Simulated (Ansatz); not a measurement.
Species: methyl-bis(methylsulfanyl)borane, C3H9BS2 (charge 0, singlet). 
Geometry from a B3LYP-D3(BJ)/def2-TZVP (Ansatz, a quantum-chemistry and plane-wave program) optimisation:
```
B
C 1 1.5821
H 2 1.0916 1 112.52
H 2 1.0917 3 108.28 1 124.93
H 2 1.0946 3 107.07 4 115.07
S 1 1.7966 2 112.96 3 -28.67
S 1 1.7968 2 112.93 3 151.90
C 6 1.8223 1 111.89 2 -177.46
H 8 1.0858 6 111.42 1 -62.08
H 8 1.0859 9 110.48 6 -124.59
H 8 1.0884 9 108.81 10 -119.38
C 7 1.8223 1 111.89 2 176.41
H 12 1.0858 7 111.49 1 -60.54
H 12 1.0859 13 110.48 10 -43.94
H 12 1.0884 13 108.80 14 -119.38
```
Charge 0, spin multiplicity 1.

Basis-set convergence of Hartree-Fock and CCSD correlation energies (hartree) with Ansatz. Correlated levels leave the core frozen unless marked. No spin-orbit coupling. Non-relativistic.

```json
[
 {"basis": "cc-pV(D+d)Z", "functions": "147", "E(HF)": "-938.66592", "E(corr, CCSD)": "-0.86975"},
 {"basis": "cc-pV(T+d)Z", "functions": "324", "E(HF)": "-938.73638", "E(corr, CCSD)": "-1.05773"},
 {"basis": "cc-pV(Q+d)Z", "functions": "618", "E(HF)": "-938.75207", "E(corr, CCSD)": "-1.11575"}
]
```

Extrapolating the two largest sets (X = 3 and 4) as X^-3: E(corr) = (64·(-1.11575) - 27·(-1.05773))/37 = -1.1581 Eh, an estimate of the basis-set limit. The largest set recovers 96.3 % of it, the smallest 75.1 %.
